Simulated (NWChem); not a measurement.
# C4H5NS; SMILES Nc1cccs1

```xyz
11

N     -0.0742    -2.1972    -0.0658
C     -0.2196    -0.8079     0.0113
C     -1.3671    -0.0561     0.0009
C     -1.1086     1.3520    -0.0105
C      0.2186     1.6622    -0.0023
S      1.2040     0.2182    -0.0122
H     -0.9541    -2.6817     0.0779
H      0.6327    -2.5749     0.5571
H     -2.3611    -0.4917     0.0086
H     -1.8930     2.1017    -0.0066
H      0.6911     2.6342     0.0211
```
Atoms are numbered in this order, from 1.

Results from NWChem. Medium grid unless said otherwise, to which SCAN and Minnesota functionals are sensitive. Coordinates come from a B3LYP/6-31G* (spherical d) optimisation.

**Question.** Order these by “orbital gap (eV)”, lowest first: PBE/def2-TZVP; M06-2X/def2-TZVP; B3LYP/def2-TZVP; Hartree-Fock/def2-TZVP.

**Answer.** PBE/def2-TZVP (3.84), B3LYP/def2-TZVP (5.32), M06-2X/def2-TZVP (7.68), Hartree-Fock/def2-TZVP (11.30)
